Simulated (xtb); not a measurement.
xtb input (GFN1-xTB):

```bash
xtb mol.xyz --gfn 1 --opt tight --chrg 0 --uhf 0
```
mol.xyz:
```
16

C      0.58261007     2.69898201     0.27762983
O     -0.47365806     1.75413857     0.24819419
Ga    -0.25904899     0.00214010     0.01765815
O     -1.72402864    -0.99385415    -0.00380560
C     -1.68237737    -2.40443279    -0.17859820
O      1.30101830    -0.84813829    -0.19388544
C      2.57965723    -0.23833676    -0.19229997
H      1.31876217     2.47825689     1.05752840
H      1.10716004     2.76173353    -0.68155798
H      0.14823816     3.67805511     0.49023793
H     -0.66555282    -2.79347755    -0.28170777
H     -2.15184087    -2.88693357     0.68308625
H     -2.24811001    -2.67321970    -1.07500001
H      2.82193303     0.20762135     0.77807465
H      2.67177562     0.53824953    -0.95868626
H      3.32216109    -1.01107223    -0.40379297
```

Output:

```
           -------------------------------------------------
          |                Calculation Setup                |
           -------------------------------------------------

           -------------------------------------------------
          |                 G F N 1 - x T B                 |
           -------------------------------------------------

        Reference                      10.1021/acs.jctc.7b00118
      * Hamiltonian:
        H0-scaling (s, p, d)           1.850000    2.250000    2.000000
        zeta-weighting                 0.000000
      * Dispersion:
        s8                             2.400000
        a1                             0.630000
        a2                             5.000000
        s9                             0.000000
      * Repulsion:
        kExp                           1.500000
        rExp                           1.000000
      * Coulomb:
        alpha                          2.000000
        third order                    atomic
        anisotropic                    false
      * Halogen bond correction:
        rad-scale                      1.300000
        damping                        0.440000

          ...................................................
          :                      SETUP                      :
          :.................................................:
          :  # basis functions                  52          :
          :  # atomic orbitals                  51          :
          :  # shells                           33          :
          :  # electrons                        42          :
          :  # halogen bonds                     0          :
          :  max. iterations                   250          :
          :  Hamiltonian                  GFN1-xTB          :
          :  restarted?                      false          :
          :  GBSA solvation                  false          :
          :  PC potential                    false          :
          :  electronic temp.          300.0000000     K    :
          :  accuracy                    1.0000000          :
          :  -> integral cutoff          0.2500000E+02      :
          :  -> integral neglect         0.1000000E-07      :
          :  -> SCF convergence          0.1000000E-05 Eh   :
          :  -> wf. convergence          0.2000000E-04 e    :
          :  Broyden damping             0.4000000          :
          :  net charge                          0          :
          :  unpaired electrons                  0          :
          ...................................................

 iter      E             dE          RMSdq      gap      omega  full diag
   1    -26.7860113 -0.267860E+02  0.702E+00    5.99       0.0  T
   2    -26.8392986 -0.532873E-01  0.416E+00    5.95       1.0  T
   3    -26.8391446  0.154036E-03  0.968E-01    6.09       1.0  T
   4    -26.8404189 -0.127434E-02  0.212E-01    5.83       1.0  T
   5    -26.8419052 -0.148628E-02  0.326E-02    5.97       1.0  T
   6    -26.8419247 -0.194800E-04  0.128E-02    5.97       2.0  T
   7    -26.8419260 -0.138957E-05  0.958E-04    5.97      26.1  T
[...]
        28                         -0.0905813              -2.4648
        29                         -0.0825977              -2.2476
        30                         -0.0650440              -1.7699
        31                         -0.0553126              -1.5051
        32                         -0.0531201              -1.4455
       ...                                ...                  ...
        51                          0.8760976              23.8398
      -------------------------------------------------------------
                  HL-Gap            0.2257179 Eh            6.1421 eV
             Fermi-level           -0.3252708 Eh           -8.8511 eV

  Mulliken/CM5 charges         n(s)   n(p)   n(d)
     1C     0.18846  0.07058   0.966  2.846  0.000
     2O    -0.48589 -0.57828   1.635  4.850  0.000
     3Ga    0.74245  0.85041   0.873  1.058  0.326
     4O    -0.47519 -0.56821   1.633  4.842  0.000
     5C     0.18857  0.07064   0.967  2.845  0.000
     6O    -0.50187 -0.59399   1.643  4.859  0.000
     7C     0.18864  0.07075   0.966  2.845  0.000
     8H     0.01269  0.07049   0.987  0.000  0.000
     9H     0.01305  0.07081   0.987  0.000  0.000
    10H     0.02284  0.08143   0.977  0.000  0.000
    11H     0.02490  0.08376   0.975  0.000  0.000
    12H     0.01777  0.07590   0.982  0.000  0.000
    13H     0.01771  0.07583   0.982  0.000  0.000
    14H     0.01301  0.07077   0.987  0.000  0.000
    15H     0.01282  0.07063   0.987  0.000  0.000
    16H     0.02004  0.07847   0.980  0.000  0.000

Wiberg/Mayer (AO) data.
largest (>0.10) Wiberg bond orders for each atom

 ---------------------------------------------------------------------------
     #   Z sym  total        # sym  WBO       # sym  WBO       # sym  WBO
 ---------------------------------------------------------------------------
     1   6 C    3.931 --     9 H    0.978    10 H    0.978     8 H    0.977
                             2 O    0.951
     2   8 O    2.173 --     3 Ga   1.048     1 C    0.951
     3  31 Ga   3.341 --     4 O    1.080     2 O    1.048     6 O    1.022
     4   8 O    2.190 --     3 Ga   1.080     5 C    0.947
     5   6 C    3.927 --    13 H    0.979    12 H    0.979    11 H    0.971
                             4 O    0.947
     6   8 O    2.155 --     3 Ga   1.022     7 C    0.952
     7   6 C    3.933 --    14 H    0.979    15 H    0.978    16 H    0.978
                             6 O    0.952
     8   1 H    1.011 --     1 C    0.977
     9   1 H    1.011 --     1 C    0.978
    10   1 H    1.017 --     1 C    0.978
    11   1 H    1.007 --     5 C    0.971
    12   1 H    1.015 --     5 C    0.979
    13   1 H    1.015 --     5 C    0.979
    14   1 H    1.012 --     7 C    0.979
    15   1 H    1.011 --     7 C    0.978
    16   1 H    1.017 --     7 C    0.978
 ---------------------------------------------------------------------------

Topologies differ in total number of bonds
Writing topology from bond orders to xtbtopo.mol

 dipole moment from electron density (au)
     X       Y       Z
   1.2781   0.1415  -0.0675  total (Debye):    3.273

           -------------------------------------------------
          |                Geometry Summary                 |
           -------------------------------------------------

      molecular mass/u    :      162.8249553
   center of mass at/Å    :        0.0307052      -0.0143877      -0.0045206
Note: The following floating-point exceptions are signalling: IEEE_DENORMAL
normal termination of xtb
  moments of inertia/u·Å² :        0.2123482E+03   0.3488537E+03   0.5516378E+03
rotational constants/cm⁻¹ :        0.7938676E-01   0.4832293E-01   0.3055924E-01

 * 15 selected distances

     #   Z          #   Z                                           value/Å
     1   6 C        2   8 O                                       1.4172391
     2   8 O        3  31 Ga                                      1.7541776
     3  31 Ga       4   8 O                                       1.7420245
     4   8 O        5   6 C                                       1.4202889
     3  31 Ga       6   8 O                                       1.7671153 (max)
     6   8 O        7   6 C                                       1.4176027
     1   6 C        8   1 H                                       1.0991319
     1   6 C        9   1 H                                       1.0989926
     1   6 C       10   1 H                                       1.0973259 (min)
     5   6 C       11   1 H                                       1.0987033
     5   6 C       12   1 H                                       1.0979023
     5   6 C       13   1 H                                       1.0979300
     7   6 C       14   1 H                                       1.0988411
     7   6 C       15   1 H                                       1.0989746
     7   6 C       16   1 H                                       1.0981136

 * 3 distinct bonds (by element types)

   Z      Z             #   av. dist./Å        max./Å        min./Å
   1 H    6 C           9     1.0984350     1.0991319     1.0973259
   6 C    8 O           3     1.4183769     1.4202889     1.4172391
   8 O   31 Ga          3     1.7544391     1.7671153     1.7420245

optimized geometry written to: xtbopt.xyz

           -------------------------------------------------
          | TOTAL ENERGY              -26.662084384305 Eh   |
          | GRADIENT NORM               0.000337858626 Eh/α |
          | HOMO-LUMO GAP               6.142095933797 eV   |
           -------------------------------------------------

------------------------------------------------------------------------
------------------------------------------------------------------------
 total:
 SCF:
 ANC optimizer:
```
